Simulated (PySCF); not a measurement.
# Deuteron quadrupole couplings in `CO[C@@H](C)[Si@H](Cl)C(C)=O`

C5H11ClO2Si.
Z-matrix (Å and degrees, GFN2-xTB geometry), rows numbered from 1:
```
C 
O   1  1.4050
C   2  1.4251  1  115.41
C   3  1.5263  2  112.93  1    76.67
Si  3  1.9230  2  102.12  1  -160.94
Cl  5  2.0146  3  108.54  2    64.47
C   5  1.9340  3  106.21  2   -54.13
C   7  1.4993  5  117.31  3    80.57
O   7  1.2098  5  119.74  3   -96.64
H   1  1.0967  2  111.01  3    53.69
H   1  1.0951  2  111.90  3   -68.31
H   1  1.0889  2  106.47  3   172.53
H   3  1.1019  2  108.71  1   -44.08
H   4  1.0864  3  109.55  2   175.87
H   4  1.0872  3  110.02  2    56.39
H   4  1.0884  3  111.30  2   -64.23
H   5  1.4600  3  111.35  2  -173.68
H   8  1.0875  7  111.23  5  -176.20
H   8  1.0881  7  109.23  5    62.12
H   8  1.0886  7  108.07  5   -54.68
```

Level: PBE0/pcSseg-1 (PySCF, non-relativistic); Q(2H) = 0.00286 b; rigid geometry, the same for H and D, with no vibrational averaging.

**Question.** Rank these positions by the coupling χzz of a deuteron there, largest first.
A. H11 (methyl hydrogen)
B. H14 (methyl hydrogen)
C. H17 (Si–H hydrogen)
D. H13 (methine hydrogen)
E. H12 (methyl hydrogen)

**Answer.** B (212 kHz), E (205 kHz), A (197 kHz), D (190 kHz), C (109 kHz).

**Question.** Tabulate Vzz, the asymmetry η and χzz = 234.96 MHz × Q × Vzz for every hydrogen position.

**Answer.** 
| atom | bonded to | bond length (Å) | Vzz (au) | η | χzz (kHz) |
| --- | --- | --- | --- | --- | --- |
| H10 | C1 | 1.097 | 0.2899 | 0.08 | 195 |
| H11 | C1 | 1.095 | 0.2932 | 0.07 | 197 |
| H12 | C1 | 1.089 | 0.3055 | 0.07 | 205 |
| H13 | C3 | 1.102 | 0.2821 | 0.08 | 190 |
| H14 | C4 | 1.086 | 0.3161 | 0.03 | 212 |
| H15 | C4 | 1.087 | 0.3113 | 0.03 | 209 |
| H16 | C4 | 1.088 | 0.3140 | 0.02 | 211 |
| H17 | Si5 | 1.460 | 0.1621 | 0.03 | 109 |
| H18 | C8 | 1.088 | 0.3134 | 0.01 | 211 |
| H19 | C8 | 1.088 | 0.3121 | 0.04 | 210 |
| H20 | C8 | 1.089 | 0.3049 | 0.03 | 205 |

**Question.** Average by the element that carries the hydrogen.

**Answer.** on C: 204 kHz over 10 positions, mean bond length 1.091 Å; on Si: 109 kHz over 1 position, mean bond length 1.460 Å.

**Question.** How does χzz go with the bond length over the 10 C–H bonds?

**Answer.** A straight-line fit has a slope of -14.9 kHz for each 0.01 Å, with a correlation coefficient of -0.97, over lengths from 1.086 to 1.102 Å. The longer bonds have the smaller couplings here.

**Question.** Give the 2H NMR doublet splittings at H19 for a magnetic field along the z, y and x axes of the gradient: 3χ/2, 3χ(1 + η)/4, 3χ(1 − η)/4.

**Answer.** With |χ| = 209.8 kHz and η = 0.041: 315, 164 and 151 kHz, to first order and without motion.

Geometry: GFN2-xTB, one conformer, isolated molecule. GFN2-xTB bond lengths can be off by several hundredths of an ångström, more for odd bonds, and the gradients follow them. A larger basis could move these couplings by a tenth or more.
